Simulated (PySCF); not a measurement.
Compound: C4H9NO2Si.
SMILES: `CC(=O)N/C=C/O[SiH3]`

Torsions of this conformer, `[CH3:1][C:2](=[O:3])[NH:4]/[CH:5]=[CH:6]/[O:7][SiH3:8]`: C1–C2–N4–C5 -178°, C2–N4–C5–C6 180°, C5–C6–O7–Si8 1°.

The closed-shell ground state was solved at several levels (PySCF, density fitting, gas phase, non-relativistic). The structure is a single PBE0-D3(BJ)/def2-SVP conformer in the gas phase; no vibrational or solvent corrections.

| level | basis functions | HOMO (eV) | LUMO (eV) | gap (eV) | dipole (D) |
| --- | --- | --- | --- | --- | --- |
| PBE0/pcSseg-1 | 188 | -6.08 | 0.01 | 6.09 | 3.04 |
| KT2/pcSseg-1 | 188 | -5.01 | -0.93 | 4.08 | 2.88 |

**Question.** What might B3LYP/def2-SVPD (242 basis functions) give for the same quantities?

**Answer.** HOMO -5.96 eV, LUMO -0.39 eV, gap 5.57 eV, dipole 3.16 D.

**Question.** Over all these levels, which gives the widest orbital gap and which the narrowest?

**Answer.** PBE0/pcSseg-1 (global hybrid, 25 % exact exchange) has the widest, 6.09 eV, and KT2/pcSseg-1 (GGA) the narrowest, 4.08 eV. The two share the basis. From the narrowest to the widest the HOMO moves by -1.07 eV and the LUMO by +0.94 eV.

**Question.** How far do the dipole and the HOMO energy spread over the levels?

**Answer.** The dipole runs from 2.88 to 3.16 D (mean 3.03 D) and the HOMO from -6.08 to -5.01 eV.
